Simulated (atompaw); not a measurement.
**An all-electron radial function and its pseudo partner (carbon)**

Columns: radius, all-electron u(r) and pseudo u(r) of the 2p shell (level -5.71 eV) of carbon in the configuration [He] 2s1 2p3; PBE, scalar-relativistic, PAW (atompaw) scheme, atompaw 4.2.0.5.

```
r (bohr)  all-electron  pseudo
   0.115        0.0607  0.0055
   0.231        0.1807  0.0220
   0.346        0.3072  0.0485
   0.462        0.4218  0.0842
   0.577        0.5154  0.1269
   0.692        0.5889  0.1751
   0.808        0.6440  0.2271
   0.923        0.6813  0.2800
   1.038        0.7034  0.3320
   1.154        0.7128  0.3815
   1.269        0.7117  0.4259
   1.385        0.7026  0.4645
   1.500        0.6873  0.4954
   1.615        0.6674  0.5183
   1.731        0.6440  0.5330
   1.846        0.6185  0.5395
   1.962        0.5914  0.5382
   2.077        0.5637  0.5301
   2.192        0.5358  0.5161
   2.308        0.5077  0.4975
   2.423        0.4803  0.4757
   2.538        0.4536  0.4520
   2.654        0.4274  0.4271
   2.769        0.4024  0.4024
   2.885        0.3783  0.3783
   3.000        0.3554  0.3554
```

How many radial nodes do the two functions have?

The all-electron 2p function has n − l − 1 = 0; the pseudo-wave has 0.

Where does each function peak?

Outermost all-electron maximum near 1.15 bohr, pseudo maximum near 1.85 bohr (to the table’s step).

Is the pseudo-wave norm-conserving?

No, it belongs to a PAW set: the norm inside the radius is not constrained, and the difference is carried by the augmentation charge.
